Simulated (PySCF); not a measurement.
Al(GeH3)(OH)2 (AlGeH5O2), SMILES [OH][Al]([OH])[GeH3]. Atoms are numbered in the order given.

```xyz
9

Al    -0.9747     0.1812     0.4122
Ge     1.2421    -0.2282    -0.5302
H      1.4701    -1.7279    -0.8110
H      1.4563     0.5264    -1.8565
H      2.3588     0.2158     0.4373
O     -1.3770    -0.6077     1.8647
H     -2.1857    -0.5699     2.3760
O     -2.0297     1.2329    -0.4094
H     -2.9205     1.4992    -0.1800
```

Geometry: PBE0-D3(BJ)/def2-SVP. The structure was generated by enumeration; whether it is a known compound was not checked. One conformer was computed; it need not be the lowest.

Two levels are set side by side: PBE/pcSseg-1 (PySCF) and HF/pcSseg-1 (PySCF). GIAO shifts against GeH4 (⁷³Ge), H2O (¹⁷O), TMS (¹H) at the same level; non-relativistic, no solvent, atoms listed together averaged. Differences are taken from unrounded values.

| quantity | HF | PBE | PBE minus HF |
|---|---|---|---|
| δ(⁷³Ge) of Ge2 (ppm) | -83.8 | -99.8 | -16.0 |
| δ(¹H) of H3, H4, H5 (ppm) | 3.23 | 3.41 | 0.17 |
| δ(¹⁷O) of O6, O8 (ppm) | 29.3 | 64.5 | 35.2 |
| δ(¹H) of H7, H9 (ppm) | 2.24 | 2.34 | 0.11 |

Rough cost on one machine, each run with all the roots and properties that it gave: HF against PBE within a factor of 2.
